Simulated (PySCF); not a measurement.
Gas-phase reaction: 3 Si2O2 → 2 Si3O3, at 1400 K and a standard pressure of 1 bar. Level: PBE/def2-TZVP†.

Energies from PySCF, thermal terms from the rigid-rotor harmonic-oscillator model, ideal gas at 1 bar. † marks an energy on the PBE0/def2-TZVP geometry and frequencies. All species are closed-shell singlets. Si2O2, Si3O3: computed as isolated molecules; such fragments, hydroxides, amides, oligomers or adducts are transient or little studied in the gas. The harmonic model lacks anharmonicity and excited electronic states, which grow with temperature; levels with a mode under 35 cm⁻¹ are left out. Soft modes under 120 cm⁻¹ make the harmonic entropy rough for Si3O3.

```
species       E (Ha)  H(1400 K) − E (kJ/mol)  S°(1400 K) (J/mol/K)
-------  -----------  ----------------------  --------------------
Si2O2     -729.17039                   119.2                 383.6
Si3O3    -1093.80352                   190.6                 512.3
```
E: electronic energy; H − E holds the zero-point and thermal terms. 1 Ha = 2625.5 kJ/mol.

Task: Work out ΔH°, ΔS°, ΔG° and log10 K from these numbers.

Result: 1. ΔE = 2×(-1093.80352) − 3×(-729.17039) = -0.09587 Ha = -251.7 kJ.
2. Δ(H − E) = 2×(190.6) − 3×(119.2) = 23.6 kJ, so ΔH° = -228.1 kJ.
3. ΔS° = 2×(512.3) − 3×(383.6) = -126.2 J/K; the number of gas molecules changes by -1.
4. ΔG° = ΔH° − TΔS° = -228.1 − 1400×(-126.2)/1000 = -51.4 kJ.
5. log10 K = −ΔG°/(RT ln 10) = 1.92, with RT ln 10 = 26.80 kJ/mol; at standard pressures the products are favoured.
6. A shift of 10 kJ in ΔE would move log10 K by 0.37 here.
7. Lowering the total pressure from 1 bar to 0.01 bar multiplies the mole-fraction quotient K_x = K (p/p°)^(−Δn) by 10^-2, which pushes the balance towards the reactants.
For scale, ΔH°(298 K) is -246 kJ at this level, -271 kJ at ωB97M-V/def2-TZVP†, and runs from -494 to -246 kJ over the 20 levels computed.
